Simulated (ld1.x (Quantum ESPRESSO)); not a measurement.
Logarithmic derivatives: Lu, TM

lutetium (Lu), norm-conserving Troullier–Martins (Kleinman–Bylander form), made with ld1.x (Quantum ESPRESSO) 7.5 (PBEsol, scalar-relativistic). Core [Xe], reference 4f14 5d1 6s1.5 6p0 (charge +0.5). Waves: 6p (bound, empty): rc 4.20 bohr; 5d (bound): rc 2.65 bohr; 4f (bound): rc 1.05 bohr; 6s (bound): rc 2.60 bohr. Local part: the s channel. Core correction: none.

The phase is arctan(r·u′/u) with u = r·R(r), unwrapped; energies in Ry, scanned from -3 to 5 Ry. A pole is an energy at which the radial function vanishes at the test radius. The pseudo phase is shifted by a multiple of π to meet the all-electron one at the reference energy, and phase errors are pseudo minus all-electron; the curves can meet again beyond the range given. Levels narrower than the energy grid can be missing from the lists of poles. Where the grid stepped over a known ghost or core level, its pole and its step of π were put in at the level’s energy.

Question: For each channel, where are the poles, and over which energies does the pseudopotential scatter like the atom?

Answer:

```csv
channel,radius (bohr),reference energy (Ry),"poles, all-electron","poles, pseudo",unbroken range about the reference energy with phases within 0.05 rad,phase error 1 Ry above the reference energy (rad)
s,4.57,-0.54,"-0.26, 2.24","-0.27, 1.91, 4.25",below 0.5,-0.036
p,4.57,-0.26,"-2.56, 0.33, 3.06","0.31, 2.57",-2.5 to 0.9,-0.026
d,4.57,-0.34,"-0.25, 1.50, 4.53","-0.25, 1.63",below 0.3,+0.114
f,4.57,-0.94,"1.22, 3.46","1.46, 4.66",below 0.2,+0.019
```

Phases in the p channel:

```csv
E (Ry),all-electron,pseudo
-3.00,4.575,1.434
-2.76,4.567,1.427
-2.52,1.424,1.419
-2.28,1.410,1.409
-2.04,1.398,1.397
-1.80,1.382,1.382
-1.56,1.363,1.362
-1.32,1.335,1.334
-1.08,1.292,1.291
-0.84,1.218,1.216
-0.60,1.041,1.039
-0.36,0.280,0.279
-0.12,-1.141,-1.143
0.12,-1.463,-1.467
0.36,-1.583,-1.591
0.60,-1.662,-1.679
0.84,-1.742,-1.780
1.08,-1.861,-1.982
1.32,-2.154,-2.896
1.56,-3.361,-4.243
1.80,-4.276,-4.511
2.04,-4.496,-4.610
2.28,-4.588,-4.666
2.52,-4.641,-4.705
2.76,-4.677,-4.739
3.00,-4.706,-4.772
3.24,-4.731,-4.810
3.48,-4.756,-4.863
3.72,-4.783,-4.959
3.96,-4.817,-5.223
4.20,-4.865,-6.571
4.44,-4.948,-7.470
4.68,-5.156,-7.656
4.92,-6.136,-7.731
```
